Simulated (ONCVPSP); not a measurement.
**Cl (Z = 17), ONCV: configuration errors across variants**

| Item | Value |
| --- | --- |
| Element | chlorine (Cl) |
| Generator | ONCVPSP 4.0.1 |
| Type | optimised norm-conserving Vanderbilt (ONCV) |
| Functional | PBE |
| Relativity | non-relativistic |
| Frozen core | [Ne] |
| Valence charge | 7 |
| Reference configuration | 3s2 3p5 |
| Partial waves | 3s: rc 1.10 bohr, ncon 3, nbas 7, qcut 6.4 1/bohr, 1 projector; 3p: rc 1.20 bohr, ncon 3, nbas 6, qcut 6.2 1/bohr, 2 projectors, debl 1.7 Ha |
| Local potential | polynomial inside 1.00 bohr (lpopt 5, dvloc0 -1 Ha) |
| Core correction | Teter function, fcfact 5, rcfact 1.45 |

All-electron excitation energies from the reference (eV): (1) 3s2 3p4 13.890; (2) 3s2 3p3 39.349; (3) 3s2 3p2 77.662; (4) 3s2 3p4.5 5.590.

1 further variants failed, have other tests or too few solved ones, and are left out.

Errors AE − PS in meV (a dash: test not solved or not reliable):

```csv
change,(1),(2),(3),(4),bound ghosts,GHOST(+) flags above zero
base,+3.0,+23,+80,+0.4,none,s
s: rc 1.16,+3.0,+22,+78,+0.4,none,s
"p: ncon 4, nbas 7",+3.4,+23,+79,+0.6,none,"s, p"
"local potential polynomial inside 1.00 bohr (lpopt 5, dvloc0 -2.5 Ha)",+3.2,+24,+85,+0.4,none,s
p: qcut 5.5,+3.2,+23,+80,+0.5,none,s
```

Give the same row for: s: qcut 8.7; p: qcut 8.5.

+3.0, +23, +82, +0.4; bound ghosts: none; GHOST(+) flags above zero: s.
